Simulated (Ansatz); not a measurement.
Start from `B[SiH](F)[S][InH2]` and change one atom or group to get `B[SiH](N)F`.

Ansatz, PBE0-D4/def2-TZVP geometries, multiplicity 1. Each molecule was computed in one conformer, which needn't be the lowest.

Elements past krypton have def2 core potentials.

| property | `B[SiH](F)[S][InH2]` |
| --- | --- |
| HOMO–LUMO gap (PBE0/def2-TZVPP) / eV | 6.16 |
| HOMO energy (B3LYP/def2-TZVPP) / eV | -7.19 |
| LUMO energy (ωB97M-V/def2-TZVPP) / eV | 0.15 |
| HOMO energy (PBE/def2-TZVPP) / eV | -6.31 |
| HOMO energy (PBE0/def2-TZVPP) / eV | -7.39 |
| HOMO–LUMO gap (B3LYP/def2-TZVPP) / eV | 5.71 |

(1) What does the change do to each property? (Best estimate.)

Answers

(1) Ansatz gave: 
```
                             property  `B[SiH](N)F`  shift
 HOMO–LUMO gap (PBE0/def2-TZVPP) / eV          5.56  -0.60
  HOMO energy (B3LYP/def2-TZVPP) / eV         -7.72  -0.53
LUMO energy (ωB97M-V/def2-TZVPP) / eV         -0.41  -0.56
    HOMO energy (PBE/def2-TZVPP) / eV         -6.60  -0.29
   HOMO energy (PBE0/def2-TZVPP) / eV         -7.95  -0.56
HOMO–LUMO gap (B3LYP/def2-TZVPP) / eV          5.12  -0.59
```

With PBE0 the HOMO falls by 0.56 eV and the LUMO falls by 1.16 eV, so the gap narrows by about 0.60 eV. PBE moves the HOMO by -0.29 eV and ωB97M-V by -0.81 eV. The zero-point energy changes by 26.4 kJ/mol with -3 modes.

B3LYP here is the variant with VWN-RPA as its local correlation; programs differ in this.
